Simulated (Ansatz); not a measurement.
Ansatz (an electronic-structure program) input (wB97X-V/def2-TZVP):

Ansatz 0.2 input:
```yaml
crystal:
  periodic: [false, false, false]
  atoms:
    - {symbol: Ge, position_ang: [-0.00794673, 0.00413188, 0.72662065]}
    - {symbol: Cl, position_ang: [1.09912663, 1.29182120, -0.67930737]}
    - {symbol: Cl, position_ang: [-1.08416808, -1.29959887, -0.68844914]}
basis:
  gaussian:
    orbitals: def2-TZVP
hamiltonian:
  xc: {name: wB97X-V}
relax: {f_tol: 0.003, max_steps: 100}
```

End of the output:

```
reference -81557.60110394 eV, -2997.1865588422 hartree; 33, 33 occupied and 89, 89 virtual orbitals, 915 factors
relax step   4: F+E_penalty+E_count = -81557.60110529 eV  Δ(F+E_penalty+E_count) = -1.079e-6 eV  max|allowed force component| = 2.401e-5 eV/Å  Δτ_max = 0.0003 Å  (22 SCF iters, accepted)
integrals: 0.07 GiB planned
915 factors; their error is unknown
integrals: 0.10 GiB planned
170 factors; integrals over basis functions are off by at most 7.6e-6 eV
mean field: 0.63 GiB planned
mean field -81557.60110529 eV, -2997.1865588919 hartree, gradient 1.4e-5 eV, S^2 0.000000; 1 other end points of the search recorded, 0 dependent functions left out
the calculation of the forces begins
reference -81557.60110394 eV, -2997.1865588422 hartree; 33, 33 occupied and 89, 89 virtual orbitals, 915 factors
Total energy: -81557.60110394 eV, -2997.1865588422 hartree
Atom 0 at    -0.007892     0.004103     0.721609 Å, force     0.000000    -0.000000    -0.000018 eV/Å
Atom 1 at     1.077475     1.266169    -0.676892 Å, force    -0.000020    -0.000024     0.000009 eV/Å
Atom 2 at    -1.062571    -1.273918    -0.685853 Å, force     0.000020     0.000024     0.000009 eV/Å
Dipole moment:    -0.004640     0.002413     0.424309 e Å
```
